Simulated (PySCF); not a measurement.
Input of a run (PBE0-D3(BJ)/def2-SVP geometry optimisation, gas phase (PySCF 2.14.0)), started from GFN2-xTB:
```
{"job": {"xc": "PBE0", "basis": "def2-SVP", "d3": "d3bj", "grid": 1, "shake": 0.01, "kind": "geom"}, "charge": 0, "multiplicity": 1}
N      3.407330     0.576630    -0.678000
C      2.266540     0.468040    -0.430270
C      0.907430     0.255280    -0.156090
C      0.152040     1.148680     0.465310
C     -1.255780     0.720070     0.656950
C     -1.576310    -0.491560     0.215830
Si    -0.052870    -1.318220    -0.563130
H      0.463330     2.125000     0.800170
H     -1.949620     1.401670     1.174070
H     -2.567670    -0.904830     0.326370
H      0.418420    -2.484160     0.176990
H     -0.173150    -1.524880    -1.997230
```

Output (energies in Eh, forces in Eh/bohr):
```
step   0  E = -537.04519680  max force = 0.041003
step   1  E = -537.04968986  max force = 0.015575
step   2  E = -537.05067162  max force = 0.006788
step   3  E = -537.05110821  max force = 0.006864
step   4  E = -537.05109536  max force = 0.003988
step   5  E = -537.05120667  max force = 0.001353
step   6  E = -537.05121228  max force = 0.000610
step   7  E = -537.05121524  max force = 0.000117
optimisation converged
```

Task: Summarise the run.

Result: The energy falls by 3.8 kcal/mol over 8 energy and gradient evaluations, the largest force component goes from 0.0410 to 1.2e-04 Eh/bohr, and the atoms move by 0.041 Å rms after alignment. The bond that changes most is Si7–H12 (SiH2 silicon to Si–H hydrogen), which lengthens by 0.037 Å. Bonds longer at the end by more than 0.005 Å: 7 of 12; shorter: 4. Among the angles that change most is C4–C3–Si7, from 111.9° to 106.9°. The energy rose by more than 1e-6 Eh at step 4. The first step brought 75 % of the lowering.

Task: What are the final bond lengths?

Result: N1≡C2 1.162 Å, C2–C3 1.414 Å, C3=C4 1.359 Å, C4–C5 1.471 Å, C5=C6 1.351 Å, C6–Si7 1.873 Å, C3–Si7 1.891 Å, C4–H8 1.095 Å, C5–H9 1.095 Å, C6–H10 1.092 Å, Si7–H11 1.491 Å, Si7–H12 1.491 Å. Numbering counts from 1 in the input's order; the species is `N#CC1=CC=C[SiH2]1`.

The run used 127 basis functions and 63 SCF cycles in all. The run took 75 s of wall time on Arm Neoverse N1, one thread, shared host with 64 logical CPUs at a one-minute load of 17, and the process peaked at 0.49 GiB of memory.

Stationary, but not proved a minimum.
